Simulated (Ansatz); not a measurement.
System: LaF$_{2}$ (charge 0, doublet). The spin state was set by rule; other spins were not relaxed. 
Coordinates optimised at B3LYP-D3(BJ)/def2-TZVP (Ansatz, a first-principles code):
```
La
F 1 2.1292
F 1 2.1292 2 111.65
```
Charge 0, spin multiplicity 2.

Basis-set convergence of Hartree-Fock and CCSD(T) correlation energies (hartree) with Ansatz. Valence correlation only, unless marked. Open shells are spin-unrestricted. Spin-orbit coupling is left out. Frozen are the shells of the preceding noble gas and the d and f shells that filled before the atom's block. In def2 rows, elements after Kr have scalar-relativistic effective core potentials.

| basis | functions | E(HF) | E(corr, CCSD(T)) |
|---|---|---|---|
| def2-SVPD | 81 | -230.02719 | -0.45645 |
| def2-TZVPPD | 139 | ? | ? |

Question: Complete the blanks.

Answer: 
- def2-TZVPPD, E(HF): -230.26753
- def2-TZVPPD, E(corr, CCSD(T)): -0.57903
